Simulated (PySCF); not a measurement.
# Assignment exercise: C₄H₁₁BO₂

Atoms are numbered as in `[CH3:1][CH2:2][CH2:3][O:4][BH:5][O:6][CH3:7]`; H(Xn) means a hydrogen on atom n.

Equivalent nuclei averaged, a single conformation, no solvent model, no relativistic terms. GIAO PBE0/pcSseg-1 shieldings; B3LYP/pcJ-1 coupling constants (spin–dipole term only in couplings to heteroatoms); PBE0-D3(BJ)/def2-SVP geometry; PySCF.

Chemical shifts δ = σref − σ; TMS for 13C (σref 184.41) and 1H (σref 31.27), all at this level.

(1) Assign these signals to the numbered atoms. 13C{1H} NMR (computed): δ 71.1, 50.7, 29.8, 10.8.

(2) Assign these signals to the numbered atoms. 1H NMR (500 MHz, computed): δ 4.13 (br, 1H), 3.73 (s, 3H), 3.68 (t, J = 8.2 Hz, 2H), 1.43 (sext, J = 8.4 Hz, 2H), 0.87 (t, J = 8.5 Hz, 3H).

Answers

(1) 
71.1 → C3, sp3 CH2 bonded to O: the inductive effect lowers its shielding
50.7 → C7, methyl carbon bonded to O: deshielded by the electronegative neighbour
29.8 → C2, sp3 CH2: aliphatic region, no heteroatom directly attached
10.8 → C1, methyl carbon: aliphatic region, no heteroatom directly attached

(2) 
| δ (ppm) | atoms | environment | reason |
| --- | --- | --- | --- |
| 4.13 | H(B5) | hydrogen on a boron bonded to 2 O | – |
| 3.73 | H(C7) | hydrogen on a methyl carbon bonded to O | its carbon carries O, which withdraws density |
| 3.68 | H(C3) | hydrogen on an sp3 CH2 bonded to O | its carbon carries O, hence the downfield position |
| 1.43 | H(C2) | hydrogen on an sp3 CH2 | – |
| 0.87 | H(C1) | hydrogen on a methyl carbon | far from electronegative atoms and π systems |

H(C7) and H(C3) lie closer than the usual error of such a calculation, so a measured spectrum could show them in the other order.

Hydrogens on boron are broadened and split by 11B (spin 3/2, 80 %) and 10B (spin 3). Splittings below 1 Hz are ignored in the labels, and close J values are merged. Unscaled 3J(H,H) at this level run about 10 % above measured values. Shifts are as computed. Against solution values, carbons near 30 ppm lie about +2 ppm off and those near 130 ppm about +5 ppm. Of 1313 compounds with measured shifts, 239 miss one by over three times the rms of a fit or turn the order of signals round; such compounds aren't used in these exercises. Chain 3J(H,H) values assume equally populated staggered rotamers: (2 J gauche + J anti)/3.
